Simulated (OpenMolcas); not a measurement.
Pt4+: moving or changing the point charges

Pt4+ among 6 point charges of -1.7 e arranged as an octahedron (Oh), 2.01 Å from the ion.

- Program: OpenMolcas
- Method: CASSCF
- Basis: ANO-RCC-VTZP [8s7p5d3f1g]
- Scalar Hamiltonian: DKH2, point nucleus
- Active space: 6 electrons in 5 orbitals (5d)
- State averaging: 2S+1 = 5 even, 5 roots; 2S+1 = 3 even, 45 roots; 2S+1 = 1 even, 50 roots
- Spin-orbit coupling: state interaction with AMFI integrals over the reference wave functions

Runs around this geometry, states (labels of O, the rotations of Oh). Energies in cm-1 above the lowest state or level, χT in cm3 K/mol; under a threefold ground state the first gap can be a small split of the lowest multiplet, not the spin-orbit step; 10Dq and B are least-squares fits to the states below 45000 cm-1, weighted by degeneracy, with a free offset, and given where the rms deviation is under 5 % of |10Dq| (or 100 cm-1) and under 700 cm-1.

```csv
R (Å),q (e),Ground state,First state of that spin,10Dq,B (rms of fit),First gap with spin-orbit (degeneracies),χT at 300 K,First state of another spin
2.01,-1.36,5T2,5E 5791,5607,938 (84),"197.4 (3, 2)",4.673,3T1 15935
1.85,-1.7,5T2,5E 10805,10407,952 (137),"263.8 (1, 2)",2.585,3T1 11673
2.01,-1.7,5T2,5E 7225,6987,939 (111),"129.3 (3, 2)",4.504,3T1 14760
2.25,-1.7,5T2,5E 4157,4023,939 (56),"225.6 (3, 2)",4.847,3T1 17233
```

Taking |10Dq| as R^-n, n = -ln(4023 / 10407) / ln(2.25 / 1.85) = 4.9 between the shortest and longest distance. The point-charge formula for a cubic d site gives n = 5.

Scaling the charges by -1.36 / -1.7 = 0.80 scales |10Dq| by 5607 / 6987 = 0.80; with fixed orbitals a first-order splitting would follow the charge.

Without dynamic correlation the repulsion within the d shell is too large (B by tens of per cent), so at a given field states of lower spin stand too high. Point charges give a weaker field than real ligands, and real ions of this kind are as a rule low spin; the high spin found here belongs to the model. This field is weak: 10Dq is about 5607 cm-1, while octahedral complexes of 5d ions of charge 3 and more, computed by the same method with explicit ligands, had a median near 35000 cm-1. Ground spin and moment need not be those of a real site (figures for R = 2.01, q = -1.36; the like holds for R = 1.85, q = -1.7, R = 2.01, q = -1.7, R = 2.25, q = -1.7). An orbital triplet at a regular site is open to Jahn-Teller coupling, which can distort the site and quench the lowest spin-orbit gaps and is left out (holds for R = 2.01, q = -1.36; R = 2.01, q = -1.7; R = 2.25, q = -1.7). Spin-orbit coupling mixes the spin-free states strongly: the lowest level takes only 44 % from its leading state, 5T2 (holds for R = 1.85, q = -1.7). This shell can be high or low spin here, a state of another spin lies low, and with metal d orbitals alone active their balance is uncertain, so the ground spin may be wrong (holds for R = 1.85, q = -1.7; R = 2.01, q = -1.7). The ground term spreads over less than 5000 cm-1, several times less than with real ligands, so orbital moments are less quenched and χT lies further from the spin-only value than at real sites (holds for R = 2.25, q = -1.7). This is an electrostatic model: the charges have no orbitals. No measured value stands beside these numbers.
